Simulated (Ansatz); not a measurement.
Single points on the cluster Si₃O₄⁻.

```yaml
crystal:
  periodic: [false, false, false]
  atoms:
    - {symbol: Si, position_ang: [1.321536, 0.139101, 0.099930]}
    - {symbol: Si, position_ang: [-0.741618, -0.724482, 0.837035]}
    - {symbol: Si, position_ang: [-0.999151, 1.008530, -1.614744]}
    - {symbol: O, position_ang: [2.653386, 0.592670, 0.779188]}
    - {symbol: O, position_ang: [0.618821, 1.106708, -1.141811]}
    - {symbol: O, position_ang: [-1.221817, -2.037519, 1.534427]}
    - {symbol: O, position_ang: [-1.631147, -0.084998, -0.494026]}
basis:
  gaussian: {orbitals: def2-TZVPD, initial_orbitals: start.molden}
total_charge: -1
magnetization: {spin_polarized: true, initial_magnetization: 1}
hamiltonian: {xc: hf}
scf: {omitted_lower_state_checks: [starts]}
output: {orbitals: {seedname: orbitals}}
```

The file start.molden holds the orbitals of an earlier run on this structure, at another level or in another basis.

```sh
$ ansatz run in.yaml --threads 4 --pin off --events-out ev --progress --plain --max-ram 4787MiB
```

Output, abridged:

```
Functional definition: HF
1862 factors; their error is unknown
mean field evaluation 1: about -31743.9986 eV, gradient 2.9e1 eV
mean field evaluation 2: about -31745.5842 eV, gradient 1.9e0 eV
mean field evaluation 4: about -31745.6611 eV, gradient 2.9e-4 eV
mean field evaluation 8: about -31745.8692 eV, gradient 2.0e-5 eV
mean field -31745.86922646 eV, -1166.6391759494 hartree, gradient 5.3e-6 eV, S^2 0.809090; 0 other end points of the search recorded, 0 dependent functions left out
reference -31745.86922646 eV, -1166.6391759494 hartree; 38, 37 occupied and 251, 252 virtual orbitals, 1862 factors
Total energy: -31745.86922646 eV, -1166.6391759494 hartree
Checks for a lower state left out: starts
```

It took 18 s on 4 threads of Arm Neoverse V2 on a shared host, peak host memory 1.8 GiB.

First input, but with `hamiltonian: {xc: pbe0, dispersion: d4}` (abridged; 18 s):

```
Functional definition: PBE0
mean field -31813.25323411 eV, -1169.1154925560 hartree, gradient 2.5e-5 eV, S^2 0.763706
Total energy: -31813.55324435 eV, -1169.1265177288 hartree
Checks for a lower state left out: starts
```

As the first input, with `hamiltonian: {xc: pbe, dispersion: d4}`, `output: {forces: true, orbitals: {seedname: orbitals}}` (abridged; 7 s):

```
Functional definition: PBE
mean field -31812.02700457 eV, -1169.0704294515 hartree, gradient 2.2e-5 eV, S^2 0.756992
Total energy: -31812.37901990 eV, -1169.0833657764 hartree
Atom 0 force     0.224475     0.212724    -0.111696 eV/Å
Atom 1 force    -0.298439    -0.139321    -0.005961 eV/Å
Atom 2 force     0.238812    -0.240995     0.386003 eV/Å
Atom 3 force    -0.267327    -0.073526    -0.105455 eV/Å
Atom 4 force    -0.094638    -0.061952     0.007728 eV/Å
Atom 5 force     0.110390     0.232973    -0.149269 eV/Å
Atom 6 force     0.086727     0.070096    -0.021350 eV/Å
Dipole moment:    -0.425417     0.429282    -0.687507 e Å
Checks for a lower state left out: starts
```

As the first input, with `gaussian: {orbitals: def2-SVPD, initial_orbitals: start.molden}`, `correlation: {method: ccsd_t}`, `scf: {omitted_lower_state_checks: [starts, cluster_reference]}` and without the key `hamiltonian` (abridged; 2.5 min):

```
Functional definition: HF
mean field -31727.32423455 eV, -1165.9576600669 hartree, gradient 1.9e-6 eV, S^2 0.804417
19 core orbitals not correlated: weight in the atoms' cores, before any rotation towards them, 1.000 or more for the frozen orbitals, at most 0.000 for the correlated occupied ones
second order -28.39244781 eV of doubles, -0.00000000 eV of singles
cycle   1  -27.36669847 eV  change     1.0e0 eV  update   2.1e-1
cycle   2  -28.38404907 eV  change    -1.0e0 eV  update   7.7e-2
cycle   3  -28.70194418 eV  change   -3.2e-1 eV  update   4.3e-2
cycle   4  -28.71210542 eV  change   -1.0e-2 eV  update   1.4e-2
cycle   5  -28.69735285 eV  change    1.5e-2 eV  update   7.7e-3
cycle   6  -28.70172832 eV  change   -4.4e-3 eV  update   3.8e-3
cycle   7  -28.70309435 eV  change   -1.4e-3 eV  update   1.9e-3
cycle   8  -28.70244353 eV  change    6.5e-4 eV  update   9.9e-4
cycle   9  -28.70268987 eV  change   -2.5e-4 eV  update   5.1e-4
cycle  10  -28.70314376 eV  change   -4.5e-4 eV  update   2.6e-4
cycle  11  -28.70274898 eV  change    3.9e-4 eV  update   1.4e-4
cycle  12  -28.70274423 eV  change    4.8e-6 eV  update   7.0e-5
cycle  13  -28.70278570 eV  change   -4.1e-5 eV  update   3.6e-5
cycle  14  -28.70276610 eV  change    2.0e-5 eV  update   1.6e-5
perturbative correction -1.22020038 eV, -0.0448415369 hartree
Total energy: -31757.24720103 eV, -1167.0573088027 hartree
Checks for a lower state left out: starts, cluster_reference
```

The first input with `hamiltonian: {xc: r2scan, dispersion: d4}` (abridged; 15 s):

```
Functional definition: r2SCAN
mean field -31826.17845070 eV, -1169.5904855046 hartree, gradient 3.1e-5 eV, S^2 0.765698
Total energy: -31826.25784869 eV, -1169.5934033269 hartree
Checks for a lower state left out: starts
```

As the first input, with `hamiltonian: {xc: {name: PBE-QIDH}}` and without the key `output` (abridged; 18 s):

```
Functional definition: PBE-QIDH
mean field -31791.98756288 eV, -1168.3339935526 hartree, gradient 2.5e-6 eV, S^2 0.784464
19 core orbitals not correlated: weight in the atoms' cores, before any rotation towards them, 1.000 or more for the frozen orbitals, at most 0.000 for the correlated occupied ones
second order -39.12778901 eV of doubles, -0.00000000 eV of singles
Total energy: -31805.03017740 eV, -1168.8133007957 hartree
Checks for a lower state left out: starts
```

Geometry: r2SCAN-D4/def2-SVPD.

Correlated methods freeze 19 core orbitals. Another isomer (doublet) lies 0.14 eV lower at PBE0-D4/def2-TZVPD; other spin states weren't run for this one.
